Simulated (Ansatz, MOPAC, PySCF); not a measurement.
The molecule ScF, closed-shell singlet (the spin of the measured ground state). No spin–orbit coupling. Sc is treated without relativity.

The constants come from a fifth-degree fit in 1/R (seven points, main isotopes). Runs in def2 and cc sets follow the lowest solution found near the PBE0 minimum. The singlet is held restricted. HF and MP2 rows in def2 and cc sets belong to the determinant that coupled cluster picked by its CCSD energy.

Run with Ansatz (a first-principles code) with Gaussian orbitals; MOPAC for PM6 (differences of heats of formation); PySCF for 3-21G rows, LANL2DZ rows, STO-3G rows. 

```
level                                r_e (Å)  ω_e (cm⁻¹)  ω_e x_e (cm⁻¹)  α_e (cm⁻¹)  D_e (eV)  dipole (D)
-----------------------------------  -------  ----------  --------------  ----------  --------  ----------
PM6                                    1.786         833             3.0      0.0021         -           -
HF/STO-3G                              1.845         866             2.0      0.0016         -        1.84
HF/3-21G                               1.768         860             4.0      0.0025         -        0.77
HF/def2-TZVPP                          1.805         739             3.4      0.0025         -           -
HF/def2-QZVPP                          1.805         736             3.3      0.0024         -           -
SVWN5/def2-TZVPP                       1.757         769             3.9      0.0028         -        1.74
PBE/def2-TZVPP                         1.787         723             3.7      0.0028         -        1.77
r2SCAN/def2-TZVPP                      1.784         736             3.7      0.0027         -        1.81
B97M-V/def2-TZVPP                      1.783         738             3.7      0.0027         -        1.97
B3LYP/LANL2DZ                          1.804         745             3.8      0.0026         -        2.81
B3LYP/def2-TZVPP                       1.792         725             3.7      0.0027      6.05        2.16
PBE0/def2-TZVPP                        1.779         741             3.7      0.0027      5.97        1.89
BHLYP/def2-TZVPP                       1.788         743             3.6      0.0027      5.42        2.24
CAM-B3LYP/def2-TZVPP                   1.788         734             3.7      0.0027      6.11        2.24
wB97X-V/def2-TZVPP                     1.793         724             3.7      0.0027      6.11        2.11
wB97M-V/def2-TZVPP                     1.795         722             3.6      0.0027      6.07        2.26
B2PLYP/def2-TZVPP                      1.790         740             3.7      0.0027         -           -
MP2/def2-TZVPP                         1.789         753             3.6      0.0026         -           -
MP2/def2-QZVPP                         1.786         752             3.6      0.0024         -           -
MP2/CBS(def2-TZVPP, def2-QZVPP)        1.784         753             3.7      0.0023         -           -
SCS-MP2/def2-TZVPP                     1.795         745             3.6      0.0026         -           -
SCS-MP2/def2-QZVPP                     1.793         744             3.6      0.0024         -           -
CCSD/def2-TZVPP                        1.797         748             3.5      0.0025      6.01           -
CCSD/def2-QZVPP                        1.795         747             3.6      0.0023      5.97           -
CCSD(T)/def2-TZVPP                     1.796         748             3.6      0.0025      6.24           -
CCSD(T)/def2-QZVPP                     1.794         747             3.6      0.0024      6.23           -
CCSD(T)/CBS(def2-TZVPP, def2-QZVPP)    1.793         748             3.8      0.0023      6.24           -
```

D_e counts from each atom's lowest state at the same level, without counterpoise or zero-point energy.

Correlated levels freeze the inner cores; with def2 sets outer-core shells near the valence are correlated too. CBS(a, b) extrapolates the correlation energy as X⁻³ and adds the Hartree–Fock energy of set b. Rows in 3-21G, LANL2DZ, STO-3G carry no dispersion term and start afresh at each structure; the Pople sets are all-electron and without relativity. LANL2DZ brings its own core potentials from Na on. The state reached by PM6 isn't checked.

Doubts at one or more of the structures used: a restricted determinant that unrestricted orbitals would lower (HF/def2-TZVPP, HF/def2-QZVPP, B2PLYP/def2-TZVPP, MP2/def2-TZVPP, MP2/def2-QZVPP, MP2/CBS(def2-TZVPP, def2-QZVPP), SCS-MP2/def2-TZVPP, SCS-MP2/def2-QZVPP, CCSD/def2-TZVPP, CCSD/def2-QZVPP, CCSD(T)/def2-TZVPP, CCSD(T)/def2-QZVPP, CCSD(T)/CBS(def2-TZVPP, def2-QZVPP)).

Measured for the ground state: r_e 1.7877 Å, ω_e 735.6 cm-1, ω_e x_e 3.8 cm-1, B_e 0.395 cm-1, α_e 0.00266 cm-1 [Huber and Herzberg (1979), NIST Chemistry WebBook]. D_0 6.171 ± 0.14 eV (a handbook's tabulated 298 K bond energy less 3RT/2; such tables hold older values) [Luo, bond dissociation energies, CRC Handbook].
